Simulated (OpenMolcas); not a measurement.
An atom or ion with 70 electrons was computed by SS-CASPT2, IPEA 0.25 Eh, imaginary shift 0.1 Eh with spin-orbit coupling (OpenMolcas, ANO-RCC-VTZP, DKH2). The lowest levels that the run gave, each within 12 % of the measured value where one is at hand:

```
J  Parity  E (cm-1)      g
2    even       0.0  0.715
3    even     10630  1.084
0    even     16380       
4    even     18540  1.209
2    even     19830  1.162
1    even     23000  1.501
4    even     32200  1.042
2    even     33980  1.290
0    even     58680
```

**Question.** Which ion is it, and what are the configurations and terms?

**Answer.** Os VII (Z = 76, charge +6; active space 2 electrons in 5 orbitals (5d)). J, parity and g give the terms where levels are pure, and mixed ones are named by the computed weights; the size of the splittings, set against known spectra of the 70-electron sequence, gives the charge. In order, with the measured energies in cm-1 (van het Hof, Joshi, Wyart and Sugar, J. Res. Natl. Inst. Stand. Technol. 100, 687 (1995)): 5d2 3F2, 5d2 3F3 (10308), 5d2 3P0 (15837), 5d2 3F4, 5d2 1D2 [50 %], 5d2 3P1 (22098), 5d2 1G4 (31274), 5d2 3P2 [60 %] (33127), 5d2 1S0 (57710).

CASPT2 does not keep the components of a term degenerate, so their means are used; among the terms shown or strongly mixed into the levels shown the widest spread is 550 cm-1 (5d2 1G). Terms from blocks run as CI alone lack orbitals of their own. Computed and measured levels are paired by configuration, term and J; levels that our copy of the source lacks, or whose pairing is in doubt (as where it misses far off the trend of its configuration), stay unpaired and out of the deviations. Levels of configurations outside the active space are missing.

A share in square brackets marks a mixed level and gives the weight of the term that names it.
